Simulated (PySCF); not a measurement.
BCl2H2N.

```xyz
6

B      0.0000     0.0000    -0.3493
Cl     0.0000     1.5254     0.5437
Cl     0.0000    -1.5254     0.5437
N      0.0000     0.0000    -1.7398
H      0.0000    -0.8557    -2.2805
H      0.0000     0.8557    -2.2805
```
Charge 0, spin multiplicity 1.

The structure is a stationary point at ωB97X-D3(BJ)/def2-SVP. Other conformers were not sampled.

Level of theory: KT2/pcSseg-2 (PySCF). Non-relativistic, no solvent.

Problem. Give the absolute GIAO shielding of each atom: isotropic value and principal components (ppm). (The exact figures need the calculation; the answer reports its results.)

Solution. 
```json
[
 {"atom": "B1", "σ(iso)": "66.0", "σ11": "47.5", "σ22": "70.0", "σ33": "80.6", "span": "33.1"},
 {"atom": "Cl2", "σ(iso)": "807.1", "σ11": "633.1", "σ22": "836.6", "σ33": "951.4", "span": "318.3"},
 {"atom": "Cl3", "σ(iso)": "807.1", "σ11": "633.1", "σ22": "836.6", "σ33": "951.4", "span": "318.3"},
 {"atom": "N4", "σ(iso)": "159.1", "σ11": "79.9", "σ22": "182.2", "σ33": "215.1", "span": "135.3"},
 {"atom": "H5", "σ(iso)": "27.4", "σ11": "22.0", "σ22": "25.0", "σ33": "35.1", "span": "13.0"},
 {"atom": "H6", "σ(iso)": "27.4", "σ11": "22.0", "σ22": "25.0", "σ33": "35.1", "span": "13.0"}
]
```
